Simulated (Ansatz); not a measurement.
A run for Ansatz (a quantum-chemistry and plane-wave program): U-B3LYP/def2-TZVPP on BH2 (SMILES [BH2]), 2S+1 = 2, atoms moved off the minimum.

Ansatz 0.2 input:
```yaml
crystal:
  periodic: [false, false, false]
  atoms:
    - {symbol: B, position_ang: [0.16268924, 0.08523783, -0.02186421]}
    - {symbol: H, position_ang: [-0.94423583, -0.40194371, 0.02386351]}
    - {symbol: H, position_ang: [0.89418132, -0.22614720, -0.15114385]}
basis:
  gaussian:
    orbitals: def2-TZVPP
hamiltonian:
  xc: {name: B3LYP}
magnetization: {spin_polarized: true, initial_magnetization: 1}
output: {forces: true}
```

Q: What total energy does the run end on?

A: -25.8126 hartree.
